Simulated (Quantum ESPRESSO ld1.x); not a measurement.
Values are calculated unless marked as measured or tabulated.
Task: The selenium ion Se4+, configuration [Ar] 3d10 4s2. Level of theory: scalar-relativistic Kohn-Sham, LDA (Slater exchange, VWN5 correlation), spin-polarised, spherical densities, point nucleus (ld1.x of Quantum ESPRESSO 7.5). Some entries of the table are withheld. Estimate them.

orbital,occ.,eigenvalue (hartree),r(max) (bohr),<1/r> (bohr^-1)
1s,2,-460.714,0.029,(1)
2s,2,-60.8849,0.164,7.620
2p,6,(2),(3),7.471
3s,2,-9.70892,0.503,2.488
3p,6,-7.50405,0.499,2.339
3d,10,-3.84657,0.450,(4)
4s,2,-2.28567,1.41,0.8400

Result: 
(1) 1s <1/r> (bohr^-1): 34.51
(2) 2p eigenvalue (hartree): -53.8414
(3) 2p r(max) (bohr): 0.131
(4) 3d <1/r> (bohr^-1): 2.045
